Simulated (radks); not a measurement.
Valence configurations of Dy II (all share [Xe]). All-electron calculation, scalar-relativistic Kohn-Sham, r2SCAN, spin-unpolarised, spherical densities, finite nucleus; meta-GGA in the generalised Kohn-Sham scheme; Fermi nuclear charge, rms radius 5.2218 fm. Program: a radial shooting solver on a logarithmic mesh with Libxc functionals. Energies are relative to 4f10 6s1; eigenvalues in eV.

[
 {"valence": "4f10 6s1", "E (eV)": "0.000", "e(4f)": "-9.378", "e(5d)": "-", "e(6p)": "-", "e(6s)": "-8.713"},
 {"valence": "4f10 6p1", "E (eV)": "3.309", "e(4f)": "-10.712", "e(5d)": "-", "e(6p)": "-5.975", "e(6s)": "-"},
 {"valence": "4f9 5d1 6s1", "E (eV)": "5.091", "e(4f)": "-15.591", "e(5d)": "-8.106", "e(6p)": "-", "e(6s)": "-9.401"},
 {"valence": "4f10 5d1", "E (eV)": "2.084", "e(4f)": "-7.662", "e(5d)": "-5.518", "e(6p)": "-", "e(6s)": "-"},
 {"valence": "4f9 6s2", "E (eV)": "3.943", "e(4f)": "-17.956", "e(5d)": "-", "e(6p)": "-", "e(6s)": "-10.498"},
 {"valence": "4f10.5 6s0.5", "E (eV)": "0.301", "e(4f)": "-5.903", "e(5d)": "-", "e(6p)": "-", "e(6s)": "-7.706"},
 {"valence": "4f8 5d1 6s1 6p1", "E (eV)": "19.578", "e(4f)": "-26.468", "e(5d)": "-12.152", "e(6p)": "-7.282", "e(6s)": "-11.651"},
 {"valence": "4f11", "E (eV)": "1.676", "e(4f)": "-3.275", "e(5d)": "-", "e(6p)": "-", "e(6s)": "-"},
 {"valence": "4f9.5 5d0.5 6s1", "E (eV)": "1.955", "e(4f)": "-12.377", "e(5d)": "-7.365", "e(6p)": "-", "e(6s)": "-9.084"},
 {"valence": "4f9 6s1 6p1", "E (eV)": "8.059", "e(4f)": "-19.287", "e(5d)": "-", "e(6p)": "-7.025", "e(6s)": "-11.066"}
]

NIST lists [Xe] 4f10 6s1 as the ground configuration; this level of theory agrees among the configurations tried. The energies are those of spherical spin-averaged densities, not of single terms.
